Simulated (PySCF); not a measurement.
KI, SMILES [K][I].

The structure is a stationary point at r2SCAN-D4/def2-TZVPD. The def2 effective core potentials stand for the cores of I; spin–orbit coupling is left out.

The numbers are results of PySCF with ωB97X/def2-TZVPD, not measurements.

Gas-phase values at a fixed geometry.

Computed frontier levels, gap, dipole moment and polarisability:
The highest occupied level is -7.59 eV and the lowest empty level is -0.23 eV. The orbital gap is 7.36 eV and the dipole moment is 11.48 D. The quadrupole, principal values (traceless, Buckingham form, about the centre of nuclear charge) is -11.38, -11.38, 22.77 D·Å and the mean static polarisability comes out as 63.0 bohr³ (9.34 Å³). The polarisability, principal values is 59.6, 59.6, 69.8 bohr³.
